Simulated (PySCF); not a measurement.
Atom-mapped SMILES (the numbers label the heavy atoms): `[CH:1]#[C:2][SiH2:3][O:4][Si:5]([CH3:6])([CH3:7])[NH:8][SiH3:9]`. Each H is labelled by its parent atom.

PySCF 2.14.0 with density-fitted response routines calculation with shieldings: GIAO PBE0/pcSseg-1 and coordinates at the GFN2-xTB level; non-relativistic, rapidly exchanging positions averaged, isolated molecule, single conformer.

δ = σ(ref) − σ, references computed at the same level: TMS for 13C, 1H, 29Si; 17O vs H2O; 15N against NH3.

```json
{"atoms": "O4", "nucleus": "17O", "count": "1", "Hirshfeld charge": "-0.30", "δ (ppm)": "?"}
{"atoms": "H(N8)", "nucleus": "1H", "count": "1", "Hirshfeld charge": "0.12", "δ (ppm)": "0.16"}
{"atoms": "H(C1)", "nucleus": "1H", "count": "1", "Hirshfeld charge": "0.10", "δ (ppm)": "2.02"}
{"atoms": "N8", "nucleus": "15N", "count": "1", "Hirshfeld charge": "-0.34", "δ (ppm)": "20.3"}
{"atoms": "C1", "nucleus": "13C", "count": "1", "Hirshfeld charge": "-0.08", "δ (ppm)": "?"}
{"atoms": "H(Si3)", "nucleus": "1H", "count": "2", "Hirshfeld charge": "-0.07", "δ (ppm)": "5.16"}
{"atoms": "H(C6)/H(C7)", "nucleus": "1H", "count": "6", "Hirshfeld charge": "0.04", "δ (ppm)": "0.28"}
{"atoms": "C6/C7", "nucleus": "13C", "count": "2", "Hirshfeld charge": "-0.22", "δ (ppm)": "2.4"}
{"atoms": "H(Si9)", "nucleus": "1H", "count": "3", "Hirshfeld charge": "-0.08", "δ (ppm)": "?"}
{"atoms": "Si9", "nucleus": "29Si", "count": "1", "Hirshfeld charge": "0.35", "δ (ppm)": "-61.8"}
{"atoms": "Si3", "nucleus": "29Si", "count": "1", "Hirshfeld charge": "0.43", "δ (ppm)": "?"}
{"atoms": "Si5", "nucleus": "29Si", "count": "1", "Hirshfeld charge": "0.49", "δ (ppm)": "0.1"}
{"atoms": "C2", "nucleus": "13C", "count": "1", "Hirshfeld charge": "-0.15", "δ (ppm)": "90.4"}
```

Question: Complete the table.

Answer: 
- C1: 102.9 ppm, terminal alkyne carbon; the triple bond shields along its axis, which puts it between sp3 and sp2 carbons
- H(Si9): 4.71 ppm, hydrogen on a silicon bonded to N
- Si3: -58.0 ppm, silicon bonded to C, O, 2 H
- O4: 59.2 ppm, oxygen bonded to 2 Si

The OH or NH signal is concentration- and solvent-dependent in practice; the value given is the gas-phase one. Shifts are as computed. Against solution values, carbons near 30 ppm lie about +3 ppm off and those near 130 ppm about +5 ppm. Of 1309 compounds with measured shifts, 239 miss one by over three times the rms of a fit or turn the order of signals round; such compounds aren't used in these exercises. Experimental scales use liquid or dissolved standards, which lie at an offset from isolated NH3 (liquid NH3: subtract about 20 ppm) and H2O (liquid H2O: subtract about 36 ppm).
